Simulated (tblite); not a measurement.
Parent: `[CH2:1]=[CH:2][CH2:3][NH:4][SiH2:5][C:6]([CH3:7])=[O:8]` with C1–C2–C3–N4 2°, C2–C3–N4–Si5 -90°, C3–N4–Si5–C6 170°, N4–Si5–C6–C7 167°, C5H11NOSi.

Computed geometry: GFN2-xTB, gas phase. One conformer each, not checked by frequencies here.

```json
{"coordinate of the parent": "C1=C2", "value": "1.319 Å"}
{"coordinate of the parent": "C2–C3", "value": "1.504 Å"}
{"coordinate of the parent": "C3–N4", "value": "1.438 Å"}
{"coordinate of the parent": "N4–Si5", "value": "1.705 Å"}
{"coordinate of the parent": "Si5–C6", "value": "1.918 Å"}
{"coordinate of the parent": "C6–C7", "value": "1.503 Å"}
{"coordinate of the parent": "C6=O8", "value": "1.212 Å"}
{"coordinate of the parent": "C1–C2–C3", "value": "125.5°"}
{"coordinate of the parent": "C2–C3–N4", "value": "115.4°"}
{"coordinate of the parent": "C3–N4–Si5", "value": "124.8°"}
{"coordinate of the parent": "N4–Si5–C6", "value": "102.9°"}
{"coordinate of the parent": "Si5–C6–C7", "value": "116.7°"}
{"coordinate of the parent": "Si5–C6–O8", "value": "121.2°"}
{"coordinate of the parent": "C7–C6–O8", "value": "122.1°"}
```

**Question.** How does the shared frame change in `[CH2:1]=[CH:2][CH2:3][NH:4][SiH2:5][CH:6]=[O:7]` with C1–C2–C3–N4 -2°, C2–C3–N4–Si5 88°, C3–N4–Si5–C6 178°, N4–Si5–C6–O7 174°, C4H9NOSi? Atoms pair as C1 = C1, C2 = C2, C3 = C3, N4 = N4, Si5 = Si5, C6 = C6, O8 = O7 (parent first).

**Answer.** 
| parent | relative | value in the relative | change |
| --- | --- | --- | --- |
| C1=C2 | C1=C2 | 1.319 Å | 0.000 |
| C2–C3 | C2–C3 | 1.503 Å | -0.001 |
| C3–N4 | C3–N4 | 1.441 Å | +0.003 |
| N4–Si5 | N4–Si5 | 1.715 Å | +0.010 |
| Si5–C6 | Si5–C6 | 1.913 Å | -0.005 |
| C6=O8 | C6=O7 | 1.204 Å | -0.008 |
| C1–C2–C3 | C1–C2–C3 | 125.7° | +0.2 |
| C2–C3–N4 | C2–C3–N4 | 115.7° | +0.3 |
| C3–N4–Si5 | C3–N4–Si5 | 123.0° | -1.8 |
| N4–Si5–C6 | N4–Si5–C6 | 103.3° | +0.4 |
| Si5–C6–O8 | Si5–C6–O7 | 123.1° | +1.9 |

Of the parent's bonds, N4–Si5 changes most (+0.010 Å). Point group C1 → C1.

**Question.** How does the shared frame change in `[CH3:1][CH2:2][CH2:3][NH:4][SiH2:5][C:6]([CH3:7])=[O:8]` with C1–C2–C3–N4 -178°, C2–C3–N4–Si5 88°, C3–N4–Si5–C6 -173°, N4–Si5–C6–C7 -168°, C5H13NOSi? Atoms pair as C1 = C1, C2 = C2, C3 = C3, N4 = N4, Si5 = Si5, C6 = C6, C7 = C7, O8 = O8 (parent first).

**Answer.** 
| parent | relative | value in the relative | change |
| --- | --- | --- | --- |
| C1=C2 | C1–C2 | 1.523 Å | +0.204 |
| C2–C3 | C2–C3 | 1.531 Å | +0.027 |
| C3–N4 | C3–N4 | 1.441 Å | +0.003 |
| N4–Si5 | N4–Si5 | 1.704 Å | -0.001 |
| Si5–C6 | Si5–C6 | 1.917 Å | -0.001 |
| C6–C7 | C6–C7 | 1.503 Å | 0.000 |
| C6=O8 | C6=O8 | 1.211 Å | -0.001 |
| C1–C2–C3 | C1–C2–C3 | 111.8° | -13.7 |
| C2–C3–N4 | C2–C3–N4 | 113.0° | -2.4 |
| C3–N4–Si5 | C3–N4–Si5 | 125.0° | +0.2 |
| N4–Si5–C6 | N4–Si5–C6 | 102.9° | 0.0 |
| Si5–C6–C7 | Si5–C6–C7 | 116.7° | 0.0 |
| Si5–C6–O8 | Si5–C6–O8 | 121.2° | 0.0 |
| C7–C6–O8 | C7–C6–O8 | 122.1° | 0.0 |

Of the parent's bonds, C1–C2 changes most (+0.204 Å). Point group C1 → C1.

**Question.** How does the shared frame change in `[CH2:1]=[C:2]([C:3]#[N:4])[CH2:5][NH:6][SiH2:7][C:8]([CH3:9])=[O:10]` with C1–C2–C5–N6 0°, C2–C5–N6–Si7 -91°, C5–N6–Si7–C8 169°, N6–Si7–C8–C9 168°, C6H10N2OSi? Atoms pair as C1 = C1, C2 = C2, C3 = C5, N4 = N6, Si5 = Si7, C6 = C8, C7 = C9, O8 = O10 (parent first).

**Answer.** 
```tsv
parent	relative	value in the relative	change
C1=C2	C1=C2	1.330 Å	+0.011
C2–C3	C2–C5	1.517 Å	+0.013
C3–N4	C5–N6	1.432 Å	-0.006
N4–Si5	N6–Si7	1.708 Å	+0.003
Si5–C6	Si7–C8	1.919 Å	+0.001
C6–C7	C8–C9	1.501 Å	-0.002
C6=O8	C8=O10	1.212 Å	0.000
C1–C2–C3	C1–C2–C5	124.9°	-0.6
C2–C3–N4	C2–C5–N6	114.5°	-0.9
C3–N4–Si5	C5–N6–Si7	125.3°	+0.5
N4–Si5–C6	N6–Si7–C8	102.0°	-0.9
Si5–C6–C7	Si7–C8–C9	117.1°	+0.4
Si5–C6–O8	Si7–C8–O10	120.6°	-0.6
C7–C6–O8	C9–C8–O10	122.3°	+0.2
```

Of the parent's bonds, C2–C3 changes most (+0.013 Å). Bonds of the relative outside the shared frame: C2–C3 1.415, C3≡N4 1.146 Å. Point group C1 → C1.

**Question.** How does the shared frame change in `[CH2:1]=[CH:2][CH2:3][NH:4][SiH2:5][O:6][C:7]([CH3:8])=[O:9]` with C1–C2–C3–N4 124°, C2–C3–N4–Si5 84°, C3–N4–Si5–O6 -177°, N4–Si5–O6–C7 -171°, Si5–O6–C7–C8 179°, C5H11NO2Si? Atoms pair as C1 = C1, C2 = C2, C3 = C3, N4 = N4, Si5 = Si5 (parent first).

**Answer.** 
```csv
parent,relative,value in the relative,change
C1=C2,C1=C2,1.319 Å,0.000
C2–C3,C2–C3,1.500 Å,-0.004
C3–N4,C3–N4,1.445 Å,+0.007
N4–Si5,N4–Si5,1.709 Å,+0.004
C1–C2–C3,C1–C2–C3,124.7°,-0.8
C2–C3–N4,C2–C3–N4,112.4°,-3.0
C3–N4–Si5,C3–N4–Si5,121.5°,-3.3
```

Of the parent's bonds, C3–N4 changes most (+0.007 Å). Bonds of the relative outside the shared frame: Si5–O6 1.666, O6–C7 1.320, C7–C8 1.505, C7=O9 1.203 Å. Point group C1 → C1.
